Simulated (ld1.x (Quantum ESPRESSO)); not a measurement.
**Scattering properties, TM potential for O (Z = 8)**

ld1.x (Quantum ESPRESSO) 7.5 input, shortened:

```
&input
   title='O', zed=8., rel=0, dft='PBE', iswitch=3,
   config='[He] 2s2 2p3.5 3d-2'
 /
 &inputp
   pseudotype=2, tm=.true., lloc=-2, rcloc=0.70,
   nlcc=.true., rcore=0.40
 /
3
2S  1  0   2.00   0.00  0.65  0.65  0.0
2P  2  1   3.50   0.00  0.90  0.90  0.0
3D  3  2  -2.00   0.15  0.95  0.95  0.0
 &test
   configts(1)='2s2 2p3.5'
 /
```

The phase is arctan(r·u′/u) with u = r·R(r), unwrapped; energies in Ry, scanned from -4 to 5 Ry. A pole is an energy at which the radial function vanishes at the test radius. The pseudo phase is shifted by a multiple of π to meet the all-electron one at the reference energy, and phase errors are pseudo minus all-electron; the curves can meet again beyond the range given. Levels narrower than the energy grid can be missing from the lists of poles.

Q: For each channel, where are the poles, and over which energies does the pseudopotential scatter like the atom?

A:

```csv
channel,radius (bohr),reference energy (Ry),"poles, all-electron","poles, pseudo",unbroken range about the reference energy with phases within 0.05 rad,phase error 1 Ry above the reference energy (rad)
s,1.05,-2.30,none,none,the whole range,-0.001
p,1.05,-1.20,4.05,4.10,the whole range,+0.000
d,1.05,0.15,none,none,the whole range,+0.000
```

Phases in the s channel:

| E (Ry) | all-electron | pseudo |
| --- | --- | --- |
| -4.00 | 0.386 | 0.384 |
| -3.52 | 0.178 | 0.177 |
| -3.04 | -0.067 | -0.067 |
| -2.56 | -0.324 | -0.325 |
| -2.08 | -0.565 | -0.565 |
| -1.60 | -0.767 | -0.768 |
| -1.12 | -0.928 | -0.929 |
| -0.64 | -1.054 | -1.055 |
| -0.16 | -1.152 | -1.154 |
| 0.32 | -1.229 | -1.232 |
| 0.80 | -1.292 | -1.295 |
| 1.28 | -1.343 | -1.347 |
| 1.76 | -1.386 | -1.390 |
| 2.24 | -1.422 | -1.427 |
| 2.72 | -1.454 | -1.459 |
| 3.20 | -1.481 | -1.487 |
| 3.68 | -1.506 | -1.512 |
| 4.16 | -1.527 | -1.535 |
| 4.64 | -1.547 | -1.556 |
